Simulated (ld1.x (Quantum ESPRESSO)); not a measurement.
**Varying the TM semilocal potential for Mo**

Base potential:

```
Element                 : Mo
Generator               : ld1.x (Quantum ESPRESSO) 7.5
Type                    : norm-conserving Troullier–Martins (semilocal form)
Functional              : PBEsol
Relativity              : scalar-relativistic
Frozen core             : [Ar] 3d10
Valence charge          : 14
Reference configuration : 4s2 4p6 4d5 5s1 5p0
Partial waves           : 4p (bound): rc 1.10 bohr; 4d (bound): rc 2.25 bohr; 4s (bound): rc 1.40 bohr
Local potential         : the s channel
Core correction         : none
```

Occupied shells without a wave of their own: 5s. They enter only through the test configuration that unscreens the potential.

Cutoffs, loose and tight: the cutoffs (Ry, on a coarse ladder) from which the occupation-weighted sum of valence levels, in a spherical-Bessel basis at the reference potential, stays within 10 and 1 mRy of its value at 400 Ry. They do not see the model core or the augmentation charge, which bear on the density cutoff. Test errors are all-electron minus pseudo excitation energies from the reference, over the configurations 4s2 4p6 4d5 5s0 5p0; 4s2 4p6 4d4 5s0 5p0; 4s2 4p6 4d3 5s0 5p0; 4s2 4p6 4d2 5s0 5p0; 4s1 4p6 4d5 5s1 5p0; 4s2 4p5 4d5 5s1 5p0; 4s2 4p6 4d5 5s0 5p1. A dash means not determined; rows that change the core or the reference have their own tests. The largest error is taken over the tests solved by every variant that gives reliable tests at all: 4s1 4p6 4d5 5s1 5p0; 4s2 4p5 4d5 5s1 5p0; 4s2 4p6 4d2 5s0 5p0; 4s2 4p6 4d3 5s0 5p0; 4s2 4p6 4d4 5s0 5p0; 4s2 4p6 4d5 5s0 5p0.

Cutoffs are not given where the Bessel-basis levels miss the radial ones by over 6 mRy, ghosts where they miss by over 20 mRy; a channel whose overlap is not positive is not tested.

In the semilocal form every listed channel keeps its own potential, so the choice of the local channel does not act on these tests. It acts once the file is put into the separable form.

A semilocal file is local in each channel, so a ghost entry of none says nothing of the separable form that plane-wave codes build from it.

```tsv
change	outcome	cutoff, loose	cutoff, tight	bound ghosts	largest test error (meV)
base	generated, misses its reference levels by 0.21 eV	100 Ry	140 Ry	none	-770
wave 4p (bound): rc 1.10 bohr becomes 4p (bound): rc 0.66 bohr	generated, misses its reference levels by 0.21 eV	–	–	not determined	-780
all radii scaled by about 1.28 (s 1.80, p 1.40, d 2.88 bohr)	generated, misses its reference levels by 1.16 eV	60 Ry	110 Ry	none	-3809
core [Ar] 3d10 4s2, valence charge 12; reference 4p6 4d5 5s0 5p1; waves now 5s (bound): rc 2.65 bohr; 4d (bound): rc 2.45 bohr; 4p (bound): rc 2.00 bohr; local potential the p channel	generated	35 Ry	45 Ry	none	-484
functional PBE	generated, misses its reference levels by 0.21 eV	100 Ry	140 Ry	none	-769
wave 4d (bound): rc 2.25 bohr becomes 4d (bound): rc 2.74 bohr	generated, misses its reference levels by 0.21 eV	100 Ry	140 Ry	none	-636
```

(1) What comes out with this change to the base: wave 4s (bound): rc 1.40 bohr becomes 4s (bound): rc 0.86 bohr?

(2) What comes out with this change to the base: form changed from semilocal to separable (Kleinman–Bylander), still TM; local potential the d channel?

Answers

(1) outcome: generated; cutoff, loose: 200 Ry; cutoff, tight: over 300 Ry; bound ghosts: none; largest test error (meV): -483.

(2) outcome: generated; cutoff, loose: 100 Ry; cutoff, tight: 140 Ry; bound ghosts: none; largest test error (meV): -176.
